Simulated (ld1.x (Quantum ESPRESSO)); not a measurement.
## Reading a pseudo-wave (tantalum (Ta))

Columns: radius, all-electron u(r) and pseudo u(r) of the 6s shell (level -5.17 eV) of tantalum in the configuration [Xe] 4f14 5d4 6s1 6p0; LDA (PZ), scalar-relativistic, ultrasoft scheme, ld1.x (Quantum ESPRESSO) 7.5.

```tsv
r (bohr)	all-electron	pseudo
0.152	0.1215	-0.0498
0.305	-0.1422	-0.0997
0.458	-0.1033	-0.1491
0.610	0.1171	-0.1974
0.762	0.2593	-0.2448
0.915	0.2784	-0.2911
1.068	0.2079	-0.3358
1.220	0.0915	-0.3782
1.372	-0.0401	-0.4183
1.525	-0.1687	-0.4560
1.678	-0.2833	-0.4905
1.830	-0.3792	-0.5213
1.982	-0.4564	-0.5482
2.135	-0.5160	-0.5711
2.288	-0.5592	-0.5894
2.440	-0.5882	-0.6027
2.592	-0.6053	-0.6110
2.745	-0.6126	-0.6141
2.898	-0.6117	-0.6118
3.050	-0.6042	-0.6042
3.202	-0.5916	-0.5916
3.355	-0.5748	-0.5748
3.508	-0.5550	-0.5550
3.660	-0.5331	-0.5331
3.812	-0.5097	-0.5097
3.965	-0.4851	-0.4851
```

(1) How many radial nodes do the two functions have?

(2) At about which radius was the pseudo-wave matched?

(3) Is the pseudo-wave norm-conserving?

Answers

(1) The all-electron 6s function has n − l − 1 = 5 (the table is too coarse to show those close to the nucleus); the pseudo-wave has 0, since the states of the same l below it are removed with the core.

(2) 3.00 bohr, where the columns begin to agree (steps of 0.15 bohr).

(3) No, it belongs to an ultrasoft set: the norm inside the radius is not constrained, and the difference is carried by the augmentation charge.
